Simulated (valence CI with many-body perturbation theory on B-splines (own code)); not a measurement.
## Which ion has this spectrum?

A relativistic CI+MBPT calculation for an atom or ion with 5 electrons gives these levels (× 10³ cm⁻¹):

```csv
J,Parity,E,g
1/2,odd,0.00,0.65
3/2,odd,623.30,1.33
1/2,even,762.69,2.45
3/2,even,1183.6,1.70
5/2,even,1340.6,1.45
3/2,even,1627.2,0.91
1/2,even,1690.6,1.11
5/2,even,1967.3,1.33
1/2,even,2353.3,1.75
3/2,even,2363.6,1.24
3/2,odd,2515.1,1.51
3/2,odd,3003.4,1.34
5/2,odd,3111.2,1.19
1/2,odd,3323.3,0.65
```

The energies are calculated, and their last digits are not significant.

**Question.** Which is it?
A. Rb32+
B. Kr31+
C. Sr33+
D. Nb36+

**Answer.** C. Sr33+, ground level (2s^2 2p1/2) J=1/2.
